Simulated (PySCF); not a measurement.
[LuCl2]+ at several levels of theory

Computed with PySCF 2.14.0 (density fitting, no spin-orbit coupling) at the geometry relaxed with PBE0:

```xyz
3
[LuCl2]+ (singlet)
Lu    0.0000    0.0000   -0.4592
Cl    1.9008    0.0000    0.8257
Cl   -1.9008    0.0000    0.8257
```

| level | basis | state | HOMO (eV) | gap (eV) | charge on Lu1 (e) | population of f-type functions on Lu1 (core shells left out) | dipole about the centre of mass (D) | largest force component (eV/Å) |
| --- | --- | --- | --- | --- | --- | --- | --- | --- |
| PBE0 | Lu def2-SVP with ECP28, Cl def2-SVP | singlet | -14.06 | 5.54 | 1.31 | 14.04 | 5.89 | 0.00 |
| PBE0 | Lu def2-TZVP with ECP28, Cl def2-TZVP | singlet | -14.00 | 5.58 | 1.52 | 14.02 | 5.73 | 0.05 |

Charges are Mulliken's, which hang on the basis. The relaxation used the grid (50, 194), these runs (75, 302) or, all-electron (x2c bases, spin-free X2C Hamiltonian), (99, 590).

Question: A further run in the first row's basis gives HOMO (eV) -13.73, gap (eV) 4.84, charge on Lu1 (e) 1.25, population of f-type functions on Lu1 (core shells left out) 14.04, dipole about the centre of mass (D) 5.66, largest force component (eV/Å) 0.30. Which level was it?
A. B3LYP
B. TPSS

Answer: A. The others give HOMO -12.88 eV (TPSS).

In the first row's basis the gap widens with exact exchange: 3.8 eV for TPSS (none); 4.8 to 5.5 eV for B3LYP, PBE0 (a fixed share).
